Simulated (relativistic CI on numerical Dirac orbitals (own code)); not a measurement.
Sr III: q coefficients and field-shift factors

Computed by Dirac-Coulomb-Breit CI, orbitals from a KLI potential per configuration, valence Slater integrals scaled by 0.85, P86 correlation energy added to each configuration, derivatives by finite differences, QED left out (own radial code, finite nucleus).

CI space (outside the closed core [Ar] 3d10): 4s²4p⁶, 4s²4p⁵4d, 4s²4p⁵5s, 4s4p⁶4d, 4s²4p⁵5p, 4s²4p⁵5d, 4s²4p⁵4f. Double excitations out of closed p, d and f shells are left out; levels of such configurations are missing from the list, as are those of other unlisted configurations, and high levels can miss mixing partners.

With x = (α/α₀)² − 1 an excitation energy changes as ω = ω₀ + qx; K = 2q/ω₀ is the relative enhancement. Terms are leading LS components, so labels can repeat. The field-shift factor is F = δν/δ⟨r²⟩ for the transition from the lowest level.

Lowest level 4s²4p⁶ ¹S0.

| Level | ω₀ (cm⁻¹) | q (cm⁻¹) | F (GHz/fm²) |
| --- | --- | --- | --- |
| 4s²4p⁵4d ³P°0 | 177571.5 | -471.7 | 0.956 |
| 4s²4p⁵4d ³P°1 | 178806.1 | 438.9 | 0.976 |
| 4s²4p⁵4d ³P°2 | 181268.6 | 2099 | 1.04 |
| 4s²4p⁵4d ³F°4 | 184075.2 | -114.4 | 0.931 |
| 4s²4p⁵4d ³F°3 | 186235.7 | 881 | 0.915 |
| 4s²4p⁵4d ³F°2 | 188868.6 | 2483 | 0.904 |
| 4s²4p⁵4d ³D°3 | 194376.1 | -349.4 | 0.983 |
| 4s²4p⁵5s ³P°2 | 195767.3 | -4536 | 3.22 |
| 4s²4p⁵5s ¹P°1 | 197547.7 | -3998 | 3.15 |
| 4s²4p⁵4d ¹D°2 | 198135.4 | 6279 | 0.895 |
| 4s²4p⁵4d ³D°1 | 198701.1 | 3777 | 1.04 |
| 4s²4p⁵4d ³D°2 | 200328.1 | 7101 | 0.929 |
| 4s²4p⁵4d ¹F°3 | 201270.4 | 8130 | 0.901 |
| 4s²4p⁵5s ³P°0 | 205326.7 | 5280 | 3.24 |
| 4s²4p⁵5s ³P°1 | 206616.7 | 5045 | 3.2 |
| 4s²4p⁵5p ³S1 | 224125.8 | -2645 | 1.55 |
| 4s²4p⁵5p ³D2 | 227239.0 | -3739 | 1.55 |
| 4s²4p⁵5p ³D3 | 227602.6 | -2564 | 1.55 |
| 4s²4p⁵5p ¹P1 | 229353.4 | -2880 | 1.55 |
| 4s²4p⁵5p ³P2 | 230198.6 | -2534 | 1.55 |
| 4s²4p⁵4d ¹P°1 | 233556.8 | 2069 | 1.26 |
| 4s²4p⁵5p ³P0 | 234279.2 | -597.1 | 1.53 |
| 4s²4p⁵5p ³D1 | 236791.7 | 6047 | 1.47 |

For a near-neutral ion this model can misplace configurations by up to about 10,000 cm⁻¹ (more where the count of f electrons changes) and terms by 10 to 25 % of their spread. Rates follow the energies as ν³ (E1, M1) or ν⁵ (E2), so they and the lifetimes can be off by large factors. The fine structure of a lone outer electron comes out too small, for d and f at times inverted, and misplaced configurations move strength between like terms.

**Question.** Which transition from the lowest level has the largest |K|?

**Answer.** 4s²4p⁵4d ¹F°3 at 201270.4 cm⁻¹, K = 0.0808.
